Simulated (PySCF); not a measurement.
The second ionisation energy along the 3d series

All values are computed (PySCF 2.14, energy differences of UHF-based or UKS calculations, no spin-orbit coupling). Values in eV. The last column holds reference values (NIST; (s) semi-empirical, (t) theoretical, else measured). Unmarked ones compare directly (S terms, centres of terms, or small fine structure); those marked * lie between the lowest fine-structure levels and include a spin-orbit shift.

```json
{"element": "Sc (aug-cc-pwCVTZ, non-relativistic)", "configurations": "[Ar] 3d1 4s1 → [Ar] 3d1", "PBE": "13.049", "r2SCAN": "12.814", "MP2 (valence and next inner shell)": "12.710", "SCS-MP2 (valence and next inner shell)": "12.572", "MP2 (all electrons)": "12.716", "SCS-MP2 (all electrons)": "12.577", "reference": "12.800 *"}
{"element": "Ti (aug-cc-pwCVTZ, non-relativistic)", "configurations": "[Ar] 3d2 4s1 → [Ar] 3d2", "PBE": "13.918", "r2SCAN": "13.728", "MP2 (valence and next inner shell)": "13.468", "SCS-MP2 (valence and next inner shell)": "13.292", "MP2 (all electrons)": "13.473", "SCS-MP2 (all electrons)": "13.296", "reference": "13.575 *"}
{"element": "V (aug-cc-pwCVTZ, non-relativistic)", "configurations": "[Ar] 3d4 → [Ar] 3d3", "PBE": "15.432", "r2SCAN": "n/a", "MP2 (valence and next inner shell)": "14.874", "SCS-MP2 (valence and next inner shell)": "14.294", "MP2 (all electrons)": "14.894", "SCS-MP2 (all electrons)": "14.308", "reference": "14.634 ± 0.007 *"}
{"element": "Cr (aug-cc-pwCVTZ, non-relativistic)", "configurations": "[Ar] 3d5 → [Ar] 3d4", "PBE": "17.264", "r2SCAN": "16.968", "MP2 (valence and next inner shell)": "16.864", "SCS-MP2 (valence and next inner shell)": "16.170", "MP2 (all electrons)": "16.881", "SCS-MP2 (all electrons)": "16.181", "reference": "16.486 *"}
{"element": "Mn (aug-cc-pwCVTZ, non-relativistic)", "configurations": "[Ar] 3d5 4s1 → [Ar] 3d5", "PBE": "16.100", "r2SCAN": "15.954", "MP2 (valence and next inner shell)": "15.481", "SCS-MP2 (valence and next inner shell)": "15.187", "MP2 (all electrons)": "15.479", "SCS-MP2 (all electrons)": "15.186", "reference": "15.640"}
{"element": "Fe (aug-cc-pwCVTZ, non-relativistic)", "configurations": "[Ar] 3d6 4s1 → [Ar] 3d6", "PBE": "16.628", "r2SCAN": "16.470", "MP2 (valence and next inner shell)": "15.995", "SCS-MP2 (valence and next inner shell)": "15.737", "MP2 (all electrons)": "15.993", "SCS-MP2 (all electrons)": "15.737", "reference": "16.199 *"}
{"element": "Co (aug-cc-pwCVTZ, non-relativistic)", "configurations": "[Ar] 3d8 → [Ar] 3d7", "PBE": "18.004", "r2SCAN": "17.492", "MP2 (valence and next inner shell)": "17.821", "SCS-MP2 (valence and next inner shell)": "17.529", "MP2 (all electrons)": "17.835", "SCS-MP2 (all electrons)": "17.534", "reference": "17.084 *"}
{"element": "Ni (aug-cc-pwCVTZ, non-relativistic)", "configurations": "[Ar] 3d9 → [Ar] 3d8", "PBE": "19.032", "r2SCAN": "18.095", "MP2 (valence and next inner shell)": "19.251", "SCS-MP2 (valence and next inner shell)": "18.765", "MP2 (all electrons)": "19.270", "SCS-MP2 (all electrons)": "18.775", "reference": "18.169 *"}
{"element": "Zn (aug-cc-pwCVTZ-PP with ECP10MDF, ECP)", "configurations": "[Ar] 3d10 4s1 → [Ar] 3d10", "PBE": "18.678", "r2SCAN": "18.571", "MP2 (valence and next inner shell)": "17.998", "SCS-MP2 (valence and next inner shell)": "17.793", "MP2 (all electrons)": "n/a", "SCS-MP2 (all electrons)": "n/a", "reference": "17.964"}
```

Problem. Fill in the row of Cu (aug-cc-pwCVTZ-PP with ECP10MDF, ECP) ([Ar] 3d10 → [Ar] 3d9).

Solution. PBE 20.740; r2SCAN 20.099; MP2 (valence and next inner shell) 21.466; SCS-MP2 (valence and next inner shell) 20.905; reference 20.292 * (eV).

"Valence" correlates the outer s and p shells and, in groups 3 to 12 and the f block, the outer d or f shell, open or full, or the next shell where the ion has no valence electron left; the wider scheme adds the next inner shell.
